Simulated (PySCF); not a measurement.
## NMR parameters from quadrupole coupling constants

Compound: AlEt2(SMe), C5H13AlS.
Structure used (PBE0-D3(BJ)/def2-SVP), in Å, numbered top down from 1:
```xyz
20
C5H13AlS angstrom
Al     0.398    0.117    0.131
C      2.225    0.198   -0.581
C      3.008   -1.114   -0.590
H      2.772    0.972   -0.009
H      2.155    0.616   -1.604
H      4.016   -0.998   -1.022
H      3.135   -1.520    0.426
H      2.493   -1.893   -1.174
C     -0.863    1.626    0.232
C     -2.013    1.560   -0.780
H     -0.289    2.559    0.088
H     -1.270    1.693    1.257
H     -2.690    2.427   -0.698
H     -1.646    1.540   -1.819
H     -2.630    0.657   -0.646
S     -0.223   -1.881    0.778
C     -1.916   -1.659    1.424
H     -1.961   -2.073    2.441
H     -2.623   -2.210    0.788
H     -2.218   -0.604    1.459
```

Computed at PBE0/pcSseg-1 (pcSseg-2 on Al) (PySCF, non-relativistic):

```csv
atom,environment,nucleus,spin I,Q (b),CQ = χzz (MHz),η
Al1,aluminium bonded to 2 C and S,27Al,5/2,0.1466,41.992,0.540
S16,sulfur bonded to Al and C,33S,3/2,-0.0678,-33.949,0.328
```

Q: At 11.75 T, set νQ = 3|CQ|/[2I(2I − 1)] beside the Larmor frequency (|g| × 7.62259 MHz/T × B; g(27Al) = 1.45660, g(33S) = 0.42921), and give PQ = |CQ|√(1 + η²/3).

A: 
| atom | PQ (MHz) | νQ (MHz) | ν0 (MHz) | νQ/ν0 |
| --- | --- | --- | --- | --- |
| Al1 | 43.99 | 6.299 | 130.46 | 0.048 |
| S16 | 34.55 | 16.97 | 38.44 | 0.442 |

For Al1: PQ = 41.99 × 1.0475, νQ = 41.99 × 0.1500, ν0 = 11.1031 MHz/T × 11.75 T.

For S16 νQ isn't small against ν0, so the high-field expansions of solid-state NMR fail there at this field.

Q: For half-integer spins with νQ below a tenth of ν0, find the second-order shift of the centre of gravity of the central transition at 11.75 and 14.1 T.

A: δ = −(3/40)(PQ/ν0)² [I(I + 1) − 3/4]/[I²(2I − 1)²], in ppm:

```
       site  11.75 T  14.1 T
27Al at Al1     -682    -474
```

Q: Quadrupolar 1/T1 and linewidth for τc = 2 ps (extreme narrowing, isotropic tumbling)?

A: Rate = (3π²/10) PQ² τc (2I + 3)/[I²(2I − 1)], the same for T1 and T2; width = rate/π.

```
       site  spin factor (2I + 3)/[I²(2I − 1)]  1/T1 (s⁻¹)  T1 (ms)  linewidth (Hz)
27Al at Al1                              0.320        3670    0.273            1170
 33S at S16                              1.333        9430    0.106            3000
```

One conformer (not necessarily the lowest) at the PBE0-D3(BJ)/def2-SVP geometry, without solvent, vibrations or thermal averaging. With so small a basis the couplings can be 20 % off.
